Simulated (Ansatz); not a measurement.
C3H4O (SMILES [CH2]C([CH2])=O): geometry of the low-spin state from B3LYP-D3(BJ)/def2-TZVP.
(charge 0, multiplicity 1):
```xyz
8

C      1.0480    -0.7261     0.5361
C      0.0212     0.1193    -0.0339
C     -1.2692    -0.5183    -0.1828
O      0.2294     1.2902    -0.3664
H      2.0416    -0.3231     0.6801
H      0.8491    -1.7499     0.8221
H     -2.0906     0.0475    -0.6018
H     -1.4349    -1.5451     0.1135
```

Codes used: Ansatz (a first-principles code). Each number belongs to the level named beside it.

Broken-symmetry (BS) and triplet (T) solutions at this geometry:

```
level                 E(BS) (hartree)  ⟨S²⟩ BS  E(T) (hartree)  ⟨S²⟩ T
--------------------  ---------------  -------  --------------  ------
U-PBE/def2-TZVPP          -191.677991    0.740     -191.671629   2.013
U-B3LYP/def2-TZVPP        -191.917484    0.798     -191.915318   2.025
U-PBE0/def2-TZVPP         -191.686161    0.840     -191.685915   2.033
U-wB97X-V/def2-TZVPP      -191.843350    0.853     -191.843582   2.033
```

Q: Give the raw gap E(BS) − E(T) and the gap after approximate spin projection, (E_BS − E_T)⟨S²⟩_T/(⟨S²⟩_T − ⟨S²⟩_BS).

A: 
- U-PBE/def2-TZVPP: raw -4.0, projected -6.3 kcal/mol
- U-B3LYP/def2-TZVPP: raw -1.4, projected -2.2 kcal/mol
- U-PBE0/def2-TZVPP: raw -0.2, projected -0.3 kcal/mol
- U-wB97X-V/def2-TZVPP: raw 0.1, projected 0.3 kcal/mol
The rule takes the triplet as the only contaminant. For comparison FIC-MRCISD+Q on SA-CASSCF(4,4)/cc-pVDZ gives 2.0 kcal/mol at this geometry.
